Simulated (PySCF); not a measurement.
**Unknown compound**

An unknown has the formula C7H11N3. Its calculated NMR data are:

¹H NMR (400 MHz, computed): δ 10.74 (br s, 1H), 7.15 (m, 1H), 6.71 (m, 1H), 5.70 (m, 1H), 3.07 (sept, 1H), 1.31 (d, 6H).

¹³C{¹H} NMR (computed): δ 145.6 (C), 143.7 (C), 129.6 (CH), 122.1 (CH2), 27.0 (CH), 25.9 (CH3, 2C).

Method: σ from GIAO-PBE0/pcSseg-1, GFN2-xTB structure, in PySCF (equivalent nuclei averaged, one conformer, no solvent, non-relativistic).

Referencing at the same level of theory: TMS for ¹H (31.72 ppm) and ¹³C (186.93 ppm).

Which of these isomers gave the spectra?
A. CCc1nncn1C1CC1
B. CC(C)(C)c1cncnn1
C. C=Cc1nn[nH]c1C(C)C
D. C=CCn1cc(CC)nn1
E. CC(C)(C)c1nccnn1
F. Cc1cnc(C(C)C)nn1

Answers

C. 

- Rings plus π bonds: 4 (1 ring in the answer).
- 6 carbon signals for 7 carbons: some carbons are equivalent by symmetry or fast rotation.
- Carbon types of the structure: 2 × C, 2 × CH, 1 × CH2, 2 × CH3, leaving 1 H on heteroatoms.
- δC 145.6, 143.7: substituted aromatic carbon next to a ring nitrogen.
- δC 129.6: alkene CH; as expected for a trigonal carbon in a double bond.
- δC 122.1: terminal =CH2 carbon; the olefinic region.
- δH 10.74: hydrogen on a pyrrole-type ring nitrogen; exchangeable; this is the value without hydrogen bonding to other molecules.
- δH 7.15, 5.70: hydrogen on a terminal =CH2 carbon; attached to an sp2 carbon and in the plane of the double bond.

The others: C=CCn1cc(CC)nn1 would give 7 carbon signals, not 6; CC(C)(C)c1cncnn1 would give 5 carbon signals, not 6; CCc1nncn1C1CC1 would give 6 signals for carbon-bound and other non-exchanging H, not 5; CC(C)(C)c1nccnn1 would give 5 carbon signals, not 6; Cc1cnc(C(C)C)nn1 would give 4 signals for carbon-bound and other non-exchanging H, not 5.

OH and NH positions are those of a molecule without intermolecular hydrogen bonds; in solution they move with solvent, concentration and temperature, and exchange usually removes their couplings. Shifts are as computed. Against solution values, carbons near 30 ppm lie about +3 ppm off and those near 130 ppm about +5 ppm. Of 1211 compounds with measured shifts, 218 miss one by over three times the rms of a fit or turn the order of signals round; such compounds aren't used in these exercises. No couplings were computed; multiplicities are counted from neighbouring protons, with m where these are inequivalent, close in shift, in a saturated or five-membered ring or joined by F or P, and br s for small geminal =CH2 splittings.
